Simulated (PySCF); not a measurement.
# Hartree-Fock beside MP2: AlBH3N2 cation

Calculated results; nothing here was measured. They come from PySCF 2.14.0, an open-source quantum chemistry program, on an isolated molecule that a program drew, which may never have been made. The molecule is AlBH3N2 cation (charge +1, singlet), drawn as the SMILES string `N=[B][Al+][NH2]`.

The geometry was optimised and harmonic frequencies were computed with HF and MP2, all in the cc-pV(D+d)Z basis, for the commonest isotopes, with a restricted reference for singlets and an unrestricted one otherwise, and a frozen core in MP2. Each result is a local minimum of its method.

Geometry at the HF minimum:
```xyz
7
AlBH3N2 cation, angstrom
N    -1.9071    1.2092   -2.3070
B    -1.5824    0.6175   -1.2958
Al   -1.0355   -0.3789    0.4074
N    -0.5791   -1.2106    1.8287
H    -2.1721    1.6921   -3.1323
H     0.2345   -1.0080    2.3878
H    -1.0810   -1.9813    2.2407
```

Lengths of the bonds as drawn, in Å (atoms numbered as above):
```
bond,HF,MP2
N1-B2,1.216,1.254
B2-Al3,2.048,2.021
Al3-N4,1.709,1.728
N1-H5,0.992,1.011
N4-H6,1.008,1.022
N4-H7,1.008,1.022
```

Rotational constants, in GHz:
```
constant     HF    MP2
       A  371.5  358.7
       B  2.132  2.117
       C   2.12  2.104
```

Harmonic frequencies in cm^-1, each column in rising order, so a row needn't be the same motion in every method:
| rank | HF | MP2 |
|---|---|---|
| 1 | 111 | 103 |
| 2 | 117 | 104 |
| 3 | 271 | 239 |
| 4 | 280 | 240 |
| 5 | 465 | 451 |
| 6 | 541 | 465 |
| 7 | 695 | 619 |
| 8 | 704 | 626 |
| 9 | 713 | 645 |
| 10 | 988 | 947 |
| 11 | 1648 | ? |
| 12 | 2131 | 1868 |
| 13 | 3730 | 3559 |
| 14 | 3807 | 3651 |
| 15 | 4003 | 3765 |

**Estimate the missing MP2 frequency from the HF column.**

A single factor s that minimises the squared misfit of MP2 against s times HF over the other rows is sum(HF x MP2) / sum(HF^2) = 0.9422, with an rms misfit of 48 cm^-1. For rank 11 it gives 0.9422 x 1648 = 1553 cm^-1. The calculation gives 1520 cm^-1, 33 cm^-1 below the estimate. The drawn bonds are on average 1.3 % longer in MP2 than in HF.
